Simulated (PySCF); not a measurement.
**Electron affinity of Rb by level of theory**

Rb⁻ [Kr] 5s2 (1S) → Rb [Kr] 5s1 (2S), as a difference of total energies. Computed with PySCF 2.14 in aug-cc-pwCVTZ-X2C (10s9p7d3f, 93 functions), with scalar relativity by spin-free X2C-1e. Correlated levels: valence and next inner shell: [Ar] 3d10 frozen. The calculations carry no spin-orbit coupling.

| method | electron affinity (eV) |
| --- | --- |
| UHF | -0.076 |
| MP2 (valence and next inner shell) | 0.341 |
| SCS-MP2 (valence and next inner shell) | 0.401 |
| CCSD (valence and next inner shell) | 0.440 |
| CCSD(T) (valence and next inner shell) | 0.479 |

Errors of the correlated levels include the incompleteness of this basis and the frozen core.

A negative affinity means that the anion lies above the atom at that level of theory.

The coupled-cluster amplitudes are large for Rb⁻ (T1 above 0.03 or a double amplitude above 0.15), so a single reference is strained.

**Question.** Which method comes closest to the reference value, and which is furthest?

**Answer.** The reference is 0.486 eV (measured; photodetachment measurements, as compiled on the Wikipedia data page of electron affinities). Closest: CCSD(T) (valence and next inner shell) (error -0.007 eV); furthest: UHF (error -0.562 eV).
